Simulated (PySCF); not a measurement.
**Working out the ionisation energy of Cu⁺**

Cu⁺ [Ar] 3d10 (1S) → Cu²⁺ [Ar] 3d9 (2D). Computed with PySCF 2.14 in aug-cc-pVDZ-DK (7s6p4d2f, 59 functions), with scalar relativity by spin-free X2C-1e. Frozen: [Ar]. Energies in hartree (1 hartree = 27.21139 eV):

| part | Cu⁺ (lower) | Cu²⁺ (upper) |
| --- | --- | --- |
| UHF | -1652.906512 | -1652.275260 |
| MP2 opposite-spin | -0.265394 | -0.184611 |
| MP2 same-spin | -0.159758 | -0.111362 |

**Question.** What does Hartree-Fock give?

**Answer.** (-1652.275260) − (-1652.906512) = 0.631252 hartree = 17.177 eV.

**Question.** What do MP2 and SCS-MP2 (6/5 opposite-spin, 1/3 same-spin) give?

**Answer.** The opposite-spin parts differ by 2.198 eV and the same-spin parts by 1.317 eV. MP2: 17.177 + (2.198) + (1.317) = 20.692 eV. SCS-MP2: 17.177 + 1.2 × (2.198) + (1.317)/3 = 20.254 eV.

Reference: 20.292 eV (measured; NIST Atomic Spectra Database, ionization energies), between the lowest levels; spin-orbit coupling is absent from the calculation.

A double-zeta basis recovers only part of the correlation energy.

What remains against the reference includes basis incompleteness, the frozen core and correlation beyond second order.
